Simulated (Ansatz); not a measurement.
LiSn2, relaxed as a doublet with UKS PBE-D4/def2-TZVP in Ansatz, starting from the GFN1-xTB geometry. Force threshold 0.02 eV/Å.

In the def2 sets Sn takes a core potential; there is no spin–orbit coupling. The structure comes from a short search, and lower isomers may exist.

Start:

```xyz
3

Li   -1.259    0.581   -0.107
Sn    0.578   -0.637   -1.219
Sn    0.681    0.056    1.326
```

| step | energy (eV) | largest force component (eV/Å) | SCF passes |
| --- | --- | --- | --- |
| 1 | -11867.3341 | 1.470 | 18 |
| 2 | -11867.6454 | 0.306 | 26 |
| 3 | -11867.6675 | 0.170 | 22 |
| 4 | -11867.6697 | 0.012 | 23 |

Force components are those of the run's own axes.

End:

Cartesian coordinates in Å:
```
Li -1.511 0.697 -0.128
Sn 0.704 -0.692 -1.197
Sn 0.807 -0.005 1.326
```

By distances, no bond broke or formed. The bond that changes most is Li1–Sn3, from 2.47 to 2.83 Å (atoms count from 1).

No frequencies were taken in this run, so the end may be a saddle point.

It took 4 s on 4 threads of Arm Neoverse V1 on a shared host.
